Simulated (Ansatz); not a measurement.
The cluster MoO₃, relaxed as a singlet with RKS r2SCAN-D4/def2-TZVP in Ansatz, starting from the GFN1-xTB geometry. Force threshold 0.02 eV/Å.

In the def2 sets Mo takes a core potential; there is no spin–orbit coupling. The structure holds one bond between oxygen atoms, so isomers without such links may lie far lower. The restricted singlet is unstable: a solution with broken spin symmetry lies lower. The relaxation made no stability test and no search for a lower SCF solution. At r2SCAN-D4/def2-TZVP a triplet of charge 0 lies 0.65 eV below the restricted singlet, each at its own geometry. The structure comes from a short search, and lower isomers may exist.

Start:

```xyz
4

Mo    0.2170   -0.1227    0.2980
O     1.1732   -0.6597    1.5255
O    -0.2800    0.0507   -1.3689
O    -1.1102    0.7318   -0.4546
```

Problem. Estimate the energy that the relaxation releases and the steps that it takes.

Solution. 1.42 eV, in 12 steps; 13 s on 4 threads of Intel Xeon Platinum 8375C on a shared host. No frequencies were taken in this run, so the end may be a saddle point.

Problem. Does the start keep its bonding and symmetry?

Solution. By distances, no bond broke or formed. The bond that changes most is Mo1–O3, from 1.75 to 1.91 Å (atoms count from 1). Point group C2v at the start, Cs at the end, both within 0.05 Å.

Problem. Predict the relaxed structure.

Solution. 
```xyz
4

Mo   -0.032   -0.558    0.385
O     1.262   -0.419    1.437
O    -0.195    0.140   -1.381
O    -1.035    0.837   -0.440
```
Bond lengths: 3 × Mo–O 1.67 to 1.91 Å; 1 × O–O 1.44 Å.
